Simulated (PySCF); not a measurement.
Compound: (Cl)2Sn(OSiH2)2O.
Cartesian coordinates in Å at the PBE0-D3(BJ)/def2-SVP level; atoms count from 1:
```
atom  x, y, z in Å
Sn1   -1.489   -0.500   -0.933
Cl2   -3.042    1.048   -1.653
Cl3   -2.136   -2.618   -1.576
O4    -1.300   -0.411    1.011
Si5    0.031    0.124    1.863
O6     1.244    0.456    0.783
Si7    1.631    0.382   -0.830
O8     0.267   -0.069   -1.675
H9    -0.318    1.370    2.593
H10    0.471   -0.952    2.788
H11    2.066    1.727   -1.286
H12    2.691   -0.640   -1.034
```

Level of theory: PySCF 2.14.0, PBE0-D3(BJ)/def2-SVP geometry optimisation, gas phase, def2 core potentials past Kr.

Which atoms are bound to Sn1, and at what distances?

4 atoms: O8 1.955 Å, O4 1.955 Å, Cl3 2.306 Å, Cl2 2.308 Å. The nearest atom not counted as bound is Si5, at 3.24 Å (others tie with it).

List the angles at Sn1.

```json
{"angle": "Cl3–Sn1–O8", "degrees": "110.4", "distance of the outer atoms (Å)": "3.50"}
{"angle": "Cl3–Sn1–O4", "degrees": "110.3", "distance of the outer atoms (Å)": "3.50"}
{"angle": "Cl2–Sn1–O4", "degrees": "110.2", "distance of the outer atoms (Å)": "3.50"}
{"angle": "Cl2–Sn1–Cl3", "degrees": "109.9", "distance of the outer atoms (Å)": "3.78"}
{"angle": "Cl2–Sn1–O8", "degrees": "109.8", "distance of the outer atoms (Å)": "3.49"}
{"angle": "O4–Sn1–O8", "degrees": "106.3", "distance of the outer atoms (Å)": "3.13"}
```

What is the shape at Sn1?

Tetrahedral: angles from 106.3° to 110.4°; τ4 = (360° − α − β)/141° = 0.99 with α and β the two widest (0 for a square, 1 for a tetrahedron).

What are the other bond lengths?

O4–Si5, Si7–O8 1.668 Å; Si5–O6, O6–Si7 1.659 Å; Si5–H9 and 3 like bonds 1.486 Å.

Give some angles away from the centre.

Sn1–O4–Si5 126.8°, O4–Si5–O6 108.4°, Si5–O6–Si7 142.6°.

Point group: near C2v, missed by 0.21 Å at most; the miss may be what the optimiser left on a soft mode. Charge 0, singlet. No PBE0-D3(BJ)/def2-SVP frequencies stand behind this structure, so it isn't proved a minimum.

One conformer stands for the species.
